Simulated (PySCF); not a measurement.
(1S)-1-cyclopropylethanol (C5H10O), SMILES C[C@H](O)C1CC1.

The structure is a stationary point at PBE0-D3(BJ)/def2-SVP. The values are those of a single conformer.

Computed with M06-2X/def2-TZVP run with PySCF.

The total energy comes out as -271.72134 hartree, the highest occupied level is -9.21 eV and the lowest empty level is 1.79 eV. The orbital gap comes out as 11.00 eV and the dipole moment comes out as 1.68 D. The quadrupole, principal values (traceless, Buckingham form, about the centre of nuclear charge) is -8.04, 3.10, 4.94 D·Å, the mean static polarisability is 61.6 bohr³ (9.13 Å³) and the polarisability, principal values is 57.4, 60.9, 66.6 bohr³.
